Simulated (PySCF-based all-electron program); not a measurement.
The numbers below are computed, except where a source is named.
**Forces on GaSbH4, singlet in several shapes**

Method: all-electron DFT (in-house code on PySCF), basis-limit composite values; the spin-free Dirac equation, no spin–orbit coupling, spin-restricted. Forces are good to about 0.030 eV/Å. Atoms are numbered as listed.

Shape A:

```
atom    x (Å)    y (Å)    z (Å)
  Ga   0.0000   0.0000   0.0000
  Sb   0.0000   0.0000   2.6310
   H  -0.0428   1.3624  -0.7870
   H  -0.0428  -1.3624  -0.7870
   H   1.1998   1.2381   2.6280
   H   1.1998  -1.2381   2.6280
```

PBE forces:

| atom | Fx | Fy | Fz (eV/Å) |
| --- | --- | --- | --- |
| Ga1 | 0.007 | 0.000 | -0.059 |
| Sb2 | 0.007 | 0.000 | -0.023 |
| H3 | -0.004 | -0.064 | 0.037 |
| H4 | -0.004 | 0.064 | 0.037 |
| H5 | -0.003 | -0.006 | 0.004 |
| H6 | -0.003 | 0.006 | 0.004 |

Shape B:

```xyz
6

Ga    0.0000    0.0000    0.0000
Sb    0.0000    0.0000    2.8941
H    -0.0428    1.3624   -0.7870
H    -0.0428   -1.3624   -0.7870
H     1.1998    1.2381    2.8911
H     1.1998   -1.2381    2.8911
```

Against shape A, Ga1–Sb2 goes from 2.631 to 2.894 Å.

(1) What forces does PBE give in shape B?

Shape C:

```tsv
atom	x (Å)	y (Å)	z (Å)
Ga	0.0000	0.0000	0.0000
Sb	0.0000	0.0000	2.3679
H	-0.0428	1.3624	-0.7870
H	-0.0428	-1.3624	-0.7870
H	1.1998	1.2381	2.3649
H	1.1998	-1.2381	2.3649
```

Against shape A, Ga1–Sb2 goes from 2.631 to 2.368 Å.

(2) What forces does PBE give in shape C?

Answers

(1) 

```json
{"atom": "Ga1", "Fx": "-0.003", "Fy": "0.000", "Fz (eV/Å)": "0.988"}
{"atom": "Sb2", "Fx": "-0.072", "Fy": "0.000", "Fz (eV/Å)": "-1.116"}
{"atom": "H3", "Fx": "0.008", "Fy": "-0.015", "Fz (eV/Å)": "0.082"}
{"atom": "H4", "Fx": "0.008", "Fy": "0.015", "Fz (eV/Å)": "0.082"}
{"atom": "H5", "Fx": "0.030", "Fy": "-0.006", "Fz (eV/Å)": "-0.018"}
{"atom": "H6", "Fx": "0.030", "Fy": "0.006", "Fz (eV/Å)": "-0.018"}
```

(2) 

```json
{"atom": "Ga1", "Fx": "0.003", "Fy": "0.000", "Fz (eV/Å)": "-2.775"}
{"atom": "Sb2", "Fx": "0.132", "Fy": "0.000", "Fz (eV/Å)": "2.741"}
{"atom": "H3", "Fx": "-0.023", "Fy": "-0.112", "Fz (eV/Å)": "-0.040"}
{"atom": "H4", "Fx": "-0.023", "Fy": "0.112", "Fz (eV/Å)": "-0.040"}
{"atom": "H5", "Fx": "-0.044", "Fy": "-0.003", "Fz (eV/Å)": "0.057"}
{"atom": "H6", "Fx": "-0.044", "Fy": "0.003", "Fz (eV/Å)": "0.057"}
```
